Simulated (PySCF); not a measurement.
# Working out the excitation energy of Bi⁺

Bi⁺ [Xe] 4f14 5d10 6s2 6p2 (3P) → Bi⁺ [Xe] 4f14 5d10 6s1 6p2 6d1 (high-spin determinant). Calculation: PySCF 2.14, in aug-cc-pVTZ-PP with ECP60MDF; scalar relativity through the core potential. Frozen: 5s2 5p6 5d10. Energies in hartree (1 hartree = 27.21139 eV):

```
            part  Bi⁺ (lower)  Bi⁺ (upper)
             UHF  -213.292267  -212.688665
CCSD correlation    -0.047720    -0.027063
             (T)    -0.000918    -0.002562
```

Problem. What does Hartree-Fock give?

Solution. (-212.688665) − (-213.292267) = 0.603602 hartree = 16.425 eV.

Problem. What do CCSD and CCSD(T) give?

Solution. The CCSD correlation energies differ by 0.020657 hartree = 0.562 eV and the triples by -0.001644 hartree = -0.045 eV, so CCSD gives 16.987 eV and CCSD(T) 16.942 eV.

One determinant mixes LS terms, so it does not stand for a single term.

The upper state lies above the first ionisation limit.

The coupled-cluster amplitudes are large, so a single reference is strained.
